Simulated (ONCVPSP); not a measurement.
## Which change was made? (Pd, ONCV)

- Element: palladium (Pd)
- Generator: ONCVPSP 4.0.1
- Type: optimised norm-conserving Vanderbilt (ONCV)
- Functional: PBE
- Relativity: fully relativistic
- Frozen core: [Ar] 3d10
- Valence charge: 18
- Reference configuration: 4s2 4p6 4d9.75 (charge +0.25)
- Partial waves: 4s: rc 0.95 bohr, ncon 5, nbas 9, qcut 5.6 1/bohr, 1 projector; 4p: rc 1.25 bohr, ncon 4, nbas 8, qcut 13.1 1/bohr, 2 projectors, debl 1.1 Ha; 4d: rc 1.25 bohr, ncon 5, nbas 10, qcut 6.6 1/bohr, 2 projectors, debl 2.4 Ha
- Local potential: polynomial inside 0.70 bohr (lpopt 5, dvloc0 0 Ha)
- Core correction: Teter function fitted to the true core (icmod 2), fcfact 0.2

Open shells are filled in proportion to 2j + 1.

In the p channel the program set the typed energies aside and used -1.923, 0.250 Ha (j = l + 1/2; the other j can differ).

Cutoffs, loose and tight: the cutoffs (Ha) at which the residual kinetic energy of the hardest occupied pseudo-wave falls to 1 and 0.1 mHa per electron. They do not see the model core or the augmentation charge, which bear on the density cutoff. Test errors are all-electron minus pseudo excitation energies from the reference, over the configurations 4s2 4p6 4d10; 4s2 4p6 4d9; 4s2 4p6 4d8; 4s1 4p6 4d10; variants that change the core or the reference have their own tests.

The base gives: outcome: generated, projector energies reset by the program; cutoff, loose: 221 Ha; cutoff, tight: 256 Ha; bound ghosts: s; GHOST(+) flags above zero: p1/2; largest test error (meV): -33.

After one change the result is: outcome: generated, projector energies reset by the program; cutoff, loose: 200 Ha; cutoff, tight: 324 Ha; bound ghosts: s; GHOST(+) flags above zero: p3/2, p1/2; largest test error (meV): -22. Which change was it?
A. all radii but the core radius scaled by about 0.79 (s 0.76, p 0.98, d 0.98 bohr); local potential polynomial inside 0.56 bohr (lpopt 5, dvloc0 0 Ha)
B. all radii but the core radius scaled by about 0.88 (s 0.84, p 1.10, d 1.10 bohr); local potential polynomial inside 0.62 bohr (lpopt 5, dvloc0 0 Ha)
C. all radii but the core radius scaled by about 1.30 (s 1.24, p 1.62, d 1.62 bohr); local potential polynomial inside 0.92 bohr (lpopt 5, dvloc0 0 Ha)

B. The others give: all radii but the core radius scaled by about 0.79 (s 0.76, p 0.98, d 0.98 bohr); local potential polynomial inside 0.56 bohr (lpopt 5, dvloc0 0 Ha) → outcome: generated, projector energies reset by the program; cutoff, loose: 405 Ha; cutoff, tight: 447 Ha; bound ghosts: s; GHOST(+) flags above zero: p3/2, d5/2, p1/2, d3/2; largest test error (meV): -19 | all radii but the core radius scaled by about 1.30 (s 1.24, p 1.62, d 1.62 bohr); local potential polynomial inside 0.92 bohr (lpopt 5, dvloc0 0 Ha) → outcome: generated, projector energies reset by the program; cutoff, loose: 138 Ha; cutoff, tight: 157 Ha; bound ghosts: s, p3/2; GHOST(+) flags above zero: none; largest test error (meV): -35.
